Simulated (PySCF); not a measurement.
Calculation: PBE-D3(BJ)/def2-TZVP // B3LYP-D3(BJ)/def2-TZVP (PySCF 2.14.0). All species are isolated molecules in the gas phase. One relaxed conformer stands for a flexible species; it need not be the lowest. Excitations are Tamm–Dancoff values on a coarser integration grid. The basis has no diffuse functions, so Rydberg states are missing or too high.

Reference species (SMILES): `C(=N)=[SiH]N` (neutral, multiplicity 1).

The S1 excitation (TDA) comes out as 2.87 eV and the HOMO–LUMO gap comes out as 2.41 eV.

Changed species: `[H]/N=C\N=[SiH2]` (N–C–N–Si torsion 87°).

Problem. What does the change do to the S1 excitation (TDA) and HOMO–LUMO gap?

Solution. the S1 excitation (TDA) decreases by 0.06 eV, to 2.81 eV; the HOMO–LUMO gap goes up by 0.30 eV, to 2.71 eV.
